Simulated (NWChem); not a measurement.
Species: Si₂H₄OClF; SMILES [SiH2](Cl)[Si@@H](O)F

```xyz
9

O      1.5331     1.3849    -0.5457
Si     0.1744     1.1832     0.3701
F     -0.8529     2.4256     0.1328
Si    -0.8599    -0.7685    -0.3971
Cl     0.3244    -2.3646     0.2152
H      2.1926     2.0220    -0.2539
H      0.4883     1.1824     1.8276
H     -2.2165    -0.9355     0.1998
H     -0.9700    -0.7863    -1.8835
```
Atoms are numbered in this order, from 1.

Results from NWChem. Geometry: optimised at PBE0/def2-SVP.

Problem. Taking PBE/def2-TZVPP as the yardstick, which of these has the fewest basis functions while keeping “dipole (D)” within 0.1 D of it: PBE/def2-SVPD; PBE/def2-SVP; PBE/def2-TZVP?

Solution. PBE/def2-SVPD.
```tsv
level	basis functions	dipole (D)	relative time (rough)
PBE/def2-SVP	102	1.47	1
PBE/def2-SVPD	153	1.22	5
PBE/def2-TZVP	197	1.33	5
PBE/def2-TZVPP	244	1.29	8
```

The yardstick is one finite set, not the basis-set limit.
